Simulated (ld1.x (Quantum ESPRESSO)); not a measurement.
The numbers below are computed, except where a source is named.
Potentials for S (Z = 16) compared

Generated with ld1.x 7.5 (TM, RRKJ, ultrasoft, PAW), atompaw 4.2 or ONCVPSP 4.0.1. The cutoff is in Ry: for ld1.x and atompaw files where the sum of valence levels is converged to 10 mRy in a Bessel basis, for ONCV files where the hardest occupied wave has 1 mHa per electron of residual kinetic energy. The error is the largest all-electron minus pseudo excitation energy over each file’s own four to seven test configurations (ionisations up to +4, promotions, holes and added fractions of an electron), all of which were solved. The labels leave out finer settings (local radius, basis sizes, second energies), which also bear on the numbers. Spin-polarised tests are not counted. The rows are a selection from randomly drawn settings: files with unsolved tests, undetermined cutoffs or missed reference levels are left out.

A true bound ghost makes a file unfit for plane-wave use even where its test errors are small: the radial tests pick states by their node count and pass the ghost by.

```tsv
potential	cutoff (Ry)	largest error (meV)	bound ghosts
RRKJ, LDA (PZ), scalar-relativistic, rc 1.25/1.60 (sp), local s, core correction yes, reference 3s2 3p2	45	+129	none
TM, BLYP, scalar-relativistic, rc 1.45/1.60/1.40 (spd), local smoothed, core correction no, reference 3s2 3p1	40	+164	none
ultrasoft, PBE, scalar-relativistic, rc 1.62/1.48/1.30 (spd), local smoothed, core correction yes, reference 3s1.5 3p4.5	15	+54	none
ultrasoft, LDA (PZ), scalar-relativistic, rc 1.60/1.45/1.50 (spd), local smoothed, core correction yes, reference 3s2 3p4	15	+86	none
PAW, PBE, non-relativistic, rc 1.20/1.10/1.25 (spd), local d, core correction yes, reference 3s2 3p4	45	-33	s, p
TM, PBEsol, scalar-relativistic, rc 1.50/1.10 (sp), local s, core correction yes, reference 3s2 3p4	90	+127	none
TM, PBE, scalar-relativistic, rc 1.30/1.25/1.40 (spd), local s, core correction yes, reference 3s1.5 3p4.5	60	+69	none
TM, PBE, scalar-relativistic, rc 1.50/1.32 (sp), local smoothed, core correction yes, reference 3s2 3p4	45	+164	none
```

Fill in the row for S: TM, PBE, non-relativistic, rc 1.35/1.40/1.20 (spd), local s, core correction yes, reference 3s2 3p4.

cutoff 40 Ry, largest error +191 meV, bound ghosts: none.
